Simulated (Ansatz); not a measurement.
Cost and result for the atomization energy of CH$_{4}$O$_{2}$SSi (`O[C@@H]1S[Si@@H]1O`) (9 atoms, 9 bonds).

```xyz
9

O     1.531   -0.166    0.629
C     0.729   -0.284   -0.494
S     0.048    1.353   -1.218
Si   -1.081   -0.084   -0.226
O    -1.636    0.137    1.289
H     2.387    0.194    0.374
H     1.159   -0.876   -1.299
H    -2.105   -0.851   -0.951
H    -1.033    0.577    1.896
```

Charge 0, multiplicity 1. The geometry is a stationary point of PBE0-D4/def2-TZVP. It is one conformer, not always the lowest. Program: Ansatz. All runs use 4 threads of an Arm Neoverse V1 on a shared host. Times are those of one run each, without the atoms' runs, and a repeat can differ threefold. Electronic energies, without spin–orbit coupling; frozen cores. CCSD(T)/CBS adds CCSD(T) − MP2 in def2-TZVPP to the MP2 limit, and its time is that of the two runs behind it. T1 = 0.013. B3LYP takes the VWN-RPA correlation (the form of Gaussian; ORCA's B3LYP/G).

CCSD(T)/CBS is a level of theory with its own doubt, some kJ/mol a heavy atom from the limit and from the frozen cores, so smaller differences don't rank the functionals.

| level | functions | wall time |
| --- | --- | --- |
| PBE-D4/def2-TZVPP (with forces) | 233 | 2.3 s |
| PBE0-D4/def2-TZVPP | 233 | 2.7 s |
| B3LYP-D4/def2-TZVPP (with forces) | 233 | 4.1 s |
| r2SCAN-D4/def2-TZVPP (with forces) | 233 | 4.4 s |
| B2PLYP/def2-TZVPP | 233 | 4.6 s |
| ωB97X-V/def2-TZVPP | 233 | 7 s |
| ωB97M-V/def2-TZVPP (with forces) | 233 | 10 s |
| MP2/def2-QZVPP | 431 | 17 s |
| CCSD(T)/def2-TZVPP | 233 | 99 s |
| CCSD(T)/CBS(def2) | – | 120 s |

Question: What atomization energy does each give, and how far from CCSD(T)/CBS? (Best estimate.)

Answer: The calculation gave: 
| level | atomization (kJ/mol) | difference from CCSD(T)/CBS | per bond |
| --- | --- | --- | --- |
| PBE-D4/def2-TZVPP (with forces) | 3424.8 | 81.3 | 9.0 |
| PBE0-D4/def2-TZVPP | 3329.9 | -13.6 | -1.5 |
| B3LYP-D4/def2-TZVPP (with forces) | 3308.9 | -34.6 | -3.8 |
| r2SCAN-D4/def2-TZVPP (with forces) | 3354.6 | 11.1 | 1.2 |
| B2PLYP/def2-TZVPP | 3280.6 | -62.9 | -7.0 |
| ωB97X-V/def2-TZVPP | 3347.6 | 4.1 | 0.5 |
| ωB97M-V/def2-TZVPP (with forces) | 3351.5 | 8.0 | 0.9 |
| MP2/def2-QZVPP | 3397.8 | 54.3 | 6.0 |
| CCSD(T)/def2-TZVPP | 3225.5 | -118.0 | -13.1 |
| CCSD(T)/CBS(def2) | 3343.5 | 0.0 | 0.0 |

The D4 term adds +35.5 kJ/mol with B3LYP and +18.3 kJ/mol with PBE0; it sums over pairs of atoms, weighted by their polarisabilities, and B3LYP, whose exchange is more repulsive, gets the larger term. From PBE to PBE0 (25 % exact exchange), in def2-TZVPP and without D4, the atomization energy moves by −91.4 kJ/mol: exact exchange takes away binding that semilocal exchange gives to molecules. In def2-TZVPP, CCSD(T) changes the Hartree–Fock value by +979.1 kJ/mol (the triples alone add +70.8 kJ/mol) and MP2 by +1081.4 kJ/mol; breaking electron pairs costs correlation energy, which Hartree–Fock lacks.
